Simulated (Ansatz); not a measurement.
Mulliken charges of C$_{2}$H$_{3}$AlO$_{2}$, SMILES `C=[C]1[O][Al]1[OH]` from ωB97M-V/def2-TZVPP in Ansatz (PBE0-D4/def2-TZVP geometry).

| atom | x (Å) | y (Å) | z (Å) | charge (e) |
| --- | --- | --- | --- | --- |
| C1 | 1.523 | 1.109 | 0.451 | -0.263 |
| C2 | 0.558 | 0.250 | 0.183 | 0.063 |
| O3 | 0.571 | -1.159 | 0.423 | -0.384 |
| Al4 | -0.929 | -0.732 | -0.288 | 0.549 |
| O5 | -2.358 | -1.441 | -0.779 | -0.334 |
| H6 | 2.455 | 0.782 | 0.903 | 0.107 |
| H7 | 1.394 | 2.158 | 0.222 | 0.094 |
| H8 | -3.122 | -1.022 | -1.169 | 0.169 |

Q: By hand: the dipole of these point charges (1 e Å = 4.8032 D).

A: Σ q r = (-0.441, 0.362, -0.248) e Å, of length 0.622 e Å = 2.99 D.

Q: How does the dipole of the full density compare? (An estimate is asked.)

A: The calculation gave: (-0.747, 0.178, -0.346) e Å, 4.05 D; the point charges give 0.74 times that, at 24° from its direction.

Point charges leave out the atoms' own dipoles, such as those of lone pairs, and Mulliken's split depends on the basis, so the two needn't agree.
